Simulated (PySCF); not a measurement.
Dy(IV) with different ligands

Computed with PySCF 2.14.0, PBE0, def2-SVP on the ligands, density fitting, scalar-relativistic core potentials, no spin-orbit coupling, vacuum. The metal has lcecp-2-SVP with ECP54. Each complex is relaxed within the symmetry of a template of the same shape. Distances are means of the shortest metal–ligand contacts, charges and spins Mulliken's. lcecp potentials hold a fixed number of 4f electrons in the core, out of states, spins and gaps.

```
   complex  point group  M–first ligand (Å)  charge on M (e)  strongest infrared band, degenerate modes summed (cm⁻¹)  unstable modes (below −25 cm⁻¹)
   [DySF]+           Cs               2.194             1.29                                                      700                                0
[DyO(OH)]+           Cs               1.746             1.41                                                        –                                0
   [DyOF]+           Cs               1.737             1.55                                                     1011                                0
```

**Question.** A further member has point group Cs, M–first ligand (Å) 1.736, charge on M (e) 1.34, strongest infrared band, degenerate modes summed (cm⁻¹) 1009, unstable modes (below −25 cm⁻¹) 0. Which complex is it?

**Answer.** [DyOCl]+. The answer isn't unique; the calculation gave this one.

One start shape was tried for each, so a minimum needn't be the lowest isomer. Oxidation states forced by the potential, rare, strongly oxidising or of another configuration in reality: [DySF]+, [DyO(OH)]+, [DyOCl]+, [DyOF]+.
